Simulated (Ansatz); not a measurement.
Reactions of C2H7BrGe (`C[CH]([GeH3])Br`).

Isolated molecules relaxed with PBE0-D4/def2-TZVP in Ansatz; ΔE leaves out vibrations. CCSD(T)/CBS is the MP2 limit (def2-TZVPP, def2-QZVPP) plus CCSD(T) − MP2 in def2-TZVPP, frozen cores. This one scheme is used for every species. DFT in def2-TZVPP. For Br, Ge outer-core shells are correlated without core-valence functions, which leaves a few kJ/mol of doubt a bond. Scalar relativity is left out up to krypton. One conformer a species, not always the lowest.

| reaction | CCSD(T)/CBS(def2) (kJ/mol) |
| --- | --- |
| `C[CH]([GeH3])Br` + HCl → `Cl[CH]([GeH3])Br` + CH₄ | 35 |
| `C[CH]([GeH3])Br` + `OBF` → `O[B](F)[GeH3]` + `CCBr` | -3 |
| `C[CH]([GeH3])Br` + `CO[SiH2]N` → `CO[SiH2][NH][GeH3]` + `CCBr` | ? |
| `C[CH]([GeH3])Br` + HCl → `C[CH](Cl)[GeH3]` + HBr | 12 |
| `C[CH]([GeH3])Br` + HBr → `CC(Br)Br` + GeH₄ | 43 |

(1) Fill in the missing values. (An estimate is asked.)

Largest T1 diagnostic: 0.013, for `O[B](F)[GeH3]`.

## Answers

(1) Computed: `C[CH]([GeH3])Br` + `CO[SiH2]N` → `CO[SiH2][NH][GeH3]` + `CCBr`: -24.4 kJ/mol.
